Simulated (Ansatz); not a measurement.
Tl6, relaxed as a singlet with RKS PBE-D4/def2-SVP in Ansatz, starting from the GFN1-xTB geometry. Force threshold 0.02 eV/Å.

In the def2 sets Tl takes a core potential; there is no spin–orbit coupling. The restricted singlet is unstable towards broken spin symmetry in Hartree–Fock (as tested in another run); at PBE-D4/def2-SVP this wasn't settled. Another isomer (singlet) lies 0.48 eV lower at PBE0-D4/def2-TZVP; other spin states weren't run for this one.

Start:

```csv
atom,x (Å),y (Å),z (Å)
Tl1,-1.838,0.009,1.194
Tl2,-1.151,1.145,-1.606
Tl3,-0.819,-1.883,-1.039
Tl4,-0.585,-0.127,-0.268
Tl5,1.201,0.194,0.353
Tl6,3.191,0.663,1.366
```

```tsv
step	energy (eV)	largest force component (eV/Å)	SCF passes
1	-28128.6793	39.425	27
2	-28151.6257	18.332	25
3	-28163.9728	9.569	27
4	-28170.5790	4.811	26
5	-28173.9061	2.138	27
6	-28175.3285	0.993	28
7	-28175.7885	0.462	28
8	-28175.9080	0.206	29
9	-28175.9573	0.111	24
10	-28176.0000	0.116	24
11	-28176.0561	0.203	28
13	-28176.2631	0.383	28
15	-28176.5615	0.309	26
17	-28176.7208	0.174	28
19	-28176.7360	0.066	24
21	-28176.7413	0.022	24
23	-28176.7458	0.060	25
25	-28176.7509	0.086	24
27	-28176.7602	0.057	26
29 (rejected)	-28176.7624	0.034	24
31	-28176.7633	0.006	25
```

Force components are those of the run's own axes.

End:

```xyz
6

Tl   -1.143    1.005    2.503
Tl   -1.252    1.735   -1.828
Tl   -0.679   -2.681   -2.203
Tl   -0.883   -0.655    0.059
Tl    2.028   -0.426   -0.587
Tl    1.929    1.022    2.056
```

Bonds lost: Tl1–Tl2, Tl1–Tl3, Tl1–Tl5, Tl2–Tl3, Tl2–Tl5, Tl3–Tl5 (atoms count from 1). Bonds formed: Tl1–Tl6 (atoms count from 1).

No frequencies were taken in this run, so the end may be a saddle point.

It took 99 s on 4 threads of Arm Neoverse V1 on a shared host.
